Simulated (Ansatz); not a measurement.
Ansatz (a quantum-chemistry and plane-wave program) input:

Ansatz 0.2 input:
```yaml
crystal:
  periodic: [false, false, false]
  atoms:
    - {symbol: La, position_ang: [-0.00567019, 0.03761754, 0.01897872]}
    - {symbol: Br, position_ang: [-0.24998240, 2.33003668, -1.86251866]}
    - {symbol: Br, position_ang: [0.21832170, -2.26886275, 1.88586198]}
basis:
  gaussian:
    orbitals: def2-TZVP
hamiltonian:
  xc: b3lyp
  dispersion: d3bj
total_charge: 1
relax: {f_tol: 0.002, max_steps: 150}
```

Question: What final total energy does it print?

Answer: -5179.88728 Eh (B3LYP-D3(BJ)/def2-TZVP). The basis has 136 functions. The run takes roughly 60 core-seconds.

The spin state was set by rule; other spins were not relaxed.
